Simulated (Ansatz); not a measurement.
A nudged elastic band was laid between two geometries of BClF2 + H2S (7 atoms, charge 0, multiplicity 1).

All numbers below come from Ansatz, RKS PBE-D4/6-31G*.

| Property | Result |
| --- | --- |
| movable images | 7 |
| climbing image | yes |
| spring | 5.0 eV/Å² |
| optimiser | quadratic models (default) |
| start path | through a guess of the saddle point |
| force threshold | 0.05 eV/Å |
| iteration limit | 60 |
| end points | relaxed |

Image 0:

```xyz
7
Properties=species:S:1:pos:R:3
B 0.050 0.381 0.045
Cl -0.053 0.913 1.732
F 1.212 0.424 -0.591
F -1.065 0.128 -0.633
S 0.329 -2.590 0.613
H -0.905 -2.948 0.171
H -0.085 -2.555 1.906
```

Image 8:

```xyz
7
Properties=species:S:1:pos:R:3
B 0.108 -0.468 -0.784
Cl -0.140 -0.520 3.593
F 1.155 0.336 -0.920
F -1.035 -0.172 -1.394
S 0.291 -1.975 0.238
H -0.994 -2.389 0.091
H 0.098 -1.062 2.419
```

(1) What changes between the two ends?

(2) What energy profile does the band end with?

(3) What is the geometry of the highest image?

(4) What are the harmonic wavenumbers there?

The band took 22 iterations and roughly 7 core-minutes.

Results:

(1) Bonds broken: B1–Cl2, S5–H7. Bonds formed: B1–S5, Cl2–H7. BClF2 + H2S becomes BF2HS + ClH.

(2) The forces met the threshold. The highest image is number 4 of 0 to 8, 0.91 eV above the first end and 0.67 eV above the last; the last end lies 0.24 eV above the first. A vibrational analysis at the climbing image gives one clearly imaginary mode, 673i cm⁻¹: a first-order saddle point. The orbitals stay closed-shell, which can raise the energy where a bond breaks towards radicals; this wasn't checked here.

```csv
image,path coordinate (Å),energy (eV),B1–Cl2 (Å),S5–H7 (Å),B1–S5 (Å)
0,0.00,0.00,1.77,1.36,3.04
1,0.60,0.00,1.77,1.36,3.00
2,1.19,0.06,1.79,1.36,2.71
3,1.79,0.36,1.89,1.38,2.28
4,2.38,0.91,2.23,1.67,1.99
5,2.99,0.42,2.85,2.15,1.86
6,3.60,0.26,3.45,2.43,1.84
7,4.22,0.24,3.94,2.40,1.83
8,4.83,0.24,4.38,2.37,1.83
```

(3) 
```xyz
7
Properties=species:S:1:pos:R:3:forces:R:3
B 0.068 -0.337 -0.065 0.00 0.00 0.00
Cl -0.195 0.102 2.107 0.00 0.00 0.00
F 1.198 0.283 -0.408 0.00 0.00 0.00
F -1.096 -0.038 -0.647 0.00 0.00 0.00
S 0.349 -2.273 0.309 0.00 0.00 0.00
H -0.969 -2.602 0.247 0.00 0.00 0.00
H 0.127 -1.385 1.701 0.00 0.00 0.00
```

(4) 673i, 193, 226, 229, 308, 351, 377, 534, 726, 767, 945, 1062, 1149, 1421, 2630 cm⁻¹.

Run time: 3.4 min on 2 threads of Arm Neoverse V1, with other jobs on the host, peak memory 0.12 GiB.
